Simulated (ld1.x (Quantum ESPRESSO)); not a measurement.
## Before and after: TM potential for Zr (Z = 40)

```
Element                 : zirconium
Generator               : ld1.x (Quantum ESPRESSO) 7.5
Type                    : norm-conserving Troullier–Martins (Kleinman–Bylander form)
Functional              : PBE
Relativity              : scalar-relativistic
Frozen core             : [Kr]
Valence charge          : 4
Reference configuration : 4d2 5s1.75 5p0 (charge +0.25)
Partial waves           : 5s (bound): rc 2.75 bohr; 4d (bound): rc 2.10 bohr; 5p (bound, empty): rc 3.25 bohr
Local potential         : the p channel
Core correction         : a·sin(br)/r model core inside 2.15 bohr
```

Change: wave 4d (bound): rc 2.10 bohr becomes 4d (bound): rc 1.36 bohr.

Cutoffs: the cutoffs (Ry, on a coarse ladder) from which the occupation-weighted sum of valence levels, in a spherical-Bessel basis at the reference potential, stays within 10 and 1 mRy of its value at 400 Ry; they do not see the model core or the augmentation charge, which bear on the density cutoff. Errors are all-electron minus pseudo energies relative to the spin-unpolarised reference configuration.

How do hardness, ghosts and transferability respond?

The potential gets harder (30 Ry and 35 Ry → 40 Ry and 70 Ry); the errors of the 7 common tests hardly move; neither file shows a bound ghost. A smaller radius makes the pseudo-wave follow the all-electron one further in, where it bends more sharply, so more plane waves are needed.

```csv
quantity,base,changed
"cutoff, loose",30 Ry,40 Ry
"cutoff, tight",35 Ry,70 Ry
loose cutoff by channel (10 mRy a level),"s 6 Ry, d 25 Ry","s 6 Ry, d 35 Ry"
bound ghosts,none,none
"error for 4d2 5s2 5p0, meV [ΔE -1.27 eV]",+0.3,+0.3
"error for 4d2 5s1 5p0, meV [ΔE 5.86 eV]",-1.1,-1.2
"error for 4d2 5s0 5p0, meV [ΔE 18.80 eV]",-46,-46
"error for 4d2 5s1 5p1, meV [ΔE 1.77 eV]",-2.8,-2.8
"error for 4d2.5 5s1.5 5p0, meV [ΔE -0.76 eV]",-17,-18
"error for 4d3 5s0 5p0, meV [ΔE 6.25 eV]",-118,-122
"error for 4d2 5s1.5 5p0, meV [ΔE 1.61 eV]",-0.2,-0.2
s: phases at 3.55 bohr within 0.05 rad from the reference energy up to (Ry; the scan ends near 5),0.1,0.1
p: phases at 3.55 bohr within 0.05 rad from the reference energy up to (Ry; the scan ends near 5),1.2,1.2
d: phases at 3.55 bohr within 0.05 rad from the reference energy up to (Ry; the scan ends near 5),0.3,0.3
```
